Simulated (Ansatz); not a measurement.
Program: Ansatz. Geometries: PBE0-D4/def2-TZVP. ΔE: electronic, gas phase. CCSD(T)/CBS adds triple-zeta CCSD(T) − MP2 to the extrapolated MP2 energy (def2 sets, frozen cores). DFT in def2-TZVPP. Elements past krypton have def2 core potentials. For Sn outer-core shells are correlated without core-valence functions, which leaves a few kJ/mol of doubt a bond. Each species was taken in one conformer, which may not be the lowest.

`F[C](F)(F)[SnH3]` + `OB(O)S` → `OB(O)SC(F)(F)F` + `[SnH4]`  (substitution at a C–Sn bond)

```tsv
species	ωB97X-V energy (Eh)
`F[C](F)(F)[SnH3]`	-553.73382
`OB(O)S`	-575.40540
`OB(O)SC(F)(F)F`	-912.48731
`[SnH4]`	-216.64879
```

**Question.** Work out ΔE.

**Answer.** ΔE = (-912.48731) + (-216.64879) − (-553.73382) − (-575.40540) = 0.00312 Eh = +8.2 kJ/mol. CCSD(T)/CBS gives +16.2 kJ/mol.

Largest T1 diagnostic among the species: 0.013.

The D4 term adds −4.6 kJ/mol with B3LYP and −2.6 kJ/mol with PBE0; it sums over pairs of atoms, weighted by their polarisabilities, and B3LYP, whose exchange is more repulsive, gets the larger term. From PBE to PBE0 (25 % exact exchange), in def2-TZVPP and without D4, ΔE moves by −3.1 kJ/mol.

B3LYP here is the variant with VWN-RPA as its local correlation; programs differ in this.
